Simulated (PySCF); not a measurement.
**Correlation energy of F²⁺ (fluorine, charge +2)**

[He] 2s2 2p3, high-spin 4S determinant. All numbers are calculated (PySCF 2.14, the non-relativistic Hamiltonian (point nucleus), in def2-SVP). Frozen: 1s2; 5 electrons correlated.

MP2 pair energies summed by pair of shells (mhartree):

| pair | energy | share (%) |
| --- | --- | --- |
| 2s-2p | -43.79 | 68.2 |
| 2p-2p | -14.12 | 22.0 |
| 2s-2s | -6.30 | 9.8 |

Total MP2 correlation energy: -64.21 mhartree.

Same-spin part -16.14 and opposite-spin part -48.07 mhartree; SCS-MP2 scales them by 1/3 and 6/5 to -63.07 mhartree.

```json
{"level": "CCSD", "correlation energy (mhartree)": "-78.31"}
{"level": "(T)", "correlation energy (mhartree)": "-0.39"}
{"level": "CCSD(T)", "correlation energy (mhartree)": "-78.70"}
```

Diagnostics: T1 = 0.0031, D1 = 0.0051, largest double amplitude 0.035.

Question: Is a single reference adequate?

Answer: Yes: T1 lies below 0.03 and no double amplitude reaches 0.07.
